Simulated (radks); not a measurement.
Neutral germanium, 32 electrons, occupied as [Ar] 3d10 4s2 4d2 (not the ground configuration).

Method: scalar-relativistic Kohn-Sham, B86b exchange with PBE correlation, spin-polarised, spherical densities, finite nucleus; open shells are filled with parallel spins first; Fermi nuclear charge, rms radius 4.0742 fm; computed with a radial shooting solver on a logarithmic mesh with Libxc functionals.

Energy parts (Ry):
| part | energy |
|---|---|
| total | -4197.46182 |
| kinetic | 4273.51796 |
| electron-nucleus | -10096.50161 |
| Hartree | 1784.81549 |
| exchange-correlation | -159.29366 |

Orbitals (lengths in bohr, moments of r in powers of bohr; <r^-3> diverges for s and p1/2; r(max) is where P^2 peaks; r(90%) holds 90 % of the orbital's charge):
orbital  occ.  eigenvalue (Ry)  r(90%)  <r^-3>   r(max)   <1/r>
1s down     1        -806.4358  0.0840       -  0.03073   32.38
1s up       1        -806.4357  0.0840       -  0.03073   32.38
2s up       1        -101.4861   0.325       -   0.1760   7.107
2s down     1        -101.4850   0.325       -   0.1760   7.107
2p up       3        -88.76455   0.300   994.8   0.1412   6.968
2p down     3        -88.76379   0.300   994.9   0.1412   6.968
3s up       1        -13.03044   0.933       -   0.5423   2.283
3s down     1        -13.02936   0.933       -   0.5423   2.283
3p up       3         -9.14351   0.995   134.5   0.5431   2.130
3p down     3         -9.14244   0.995   134.5   0.5431   2.130
3d up       5         -2.79376    1.24   14.21   0.5037   1.785
3d down     5         -2.79205    1.24   14.22   0.5037   1.785
4s up       1         -1.36673    2.96       -    1.685  0.6599
4s down     1         -1.34265    2.93       -    1.676  0.6659
4p up       0         -0.70746    3.83   8.432    2.028  0.5215
4p down     0         -0.67133    3.73   8.832    2.004  0.5312
5s up       0         -0.21794    8.20       -    5.076  0.2256
4d up       2         -0.09480    8.94  0.1716    4.696  0.2228

The highest occupied level is 4d up at -1.290 eV. The configuration is held as typed, so some empty levels lie below it. The density falls to 0.001 e/bohr^3 at r = 5.31 bohr. The spin density at the nucleus is -0.4674 e/bohr^3 (1s -0.0033, 2s -0.0213, 3s 0.0197, 4s -0.4626). The electron density at the nucleus is 3.211e+04 e/bohr^3 (large components only).
